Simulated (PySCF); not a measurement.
**Structure elucidation problem**

Molecular formula: C₃H₂F₆. Simulated spectra:

1H NMR (300 MHz, computed): δ 5.14 (dtq, J = 52.0, 11.3, 1.5 Hz, 2H).

13C{1H} NMR (computed): δ 128.3 (C, qt, J = 358.7, 34.0 Hz), 120.6 (C, tqd, J = 318.0, 37.5, 21.5 Hz), 85.5 (CH2, dt, J = 244.2, 32.6 Hz).

[PySCF 2.14.0 with density-fitted response routines: spin–spin couplings from B3LYP/pcJ-1 (spin–dipole term only in couplings to heteroatoms); GFN2-xTB structure; NMR shieldings at PBE0/pcSseg-1/GIAO; single conformer; gas phase; rapidly exchanging positions averaged; no relativistic terms]

δ = σ(ref) − σ, references computed at the same level: 1H (σref 31.72) and 13C (σref 186.93) vs TMS.

Problem. Deduce the structure.

Solution. 
- The formula gives 0 degrees of unsaturation.
- 3 carbon signals for 3 carbons: no two carbons are equivalent.
- Carbon types of the structure: 2 × C, 1 × CH2, which accounts for all hydrogens.
- δC 128.3: CF3 carbon; 3 electronegative neighbours deshield it.
- δC 120.6: fully substituted sp3 carbon bonded to 2 F; 2 electronegative neighbours deshield it.
- δC 85.5: sp3 CH2 bonded to F; pulled downfield by the heteroatom.
- δH 5.14: hydrogen on an sp3 CH2 bonded to F; its carbon carries F, hence the downfield position.

Structure: `FCC(F)(F)C(F)(F)F`.

The shifts were computed for this structure.

Common functionals overestimate the size of one-bond C–F couplings by tens of Hz; these are unscaled. Multiplet labels drop couplings under 1 Hz and merge nearly equal ones. Shifts are as computed. Against solution values, carbons near 30 ppm lie about +3 ppm off and those near 130 ppm about +5 ppm. Of 1211 compounds with measured shifts, 218 miss one by over three times the rms of a fit or turn the order of signals round; such compounds aren't used in these exercises. Only one conformer was computed, so three-bond couplings in flexible chains and rings are approximate.
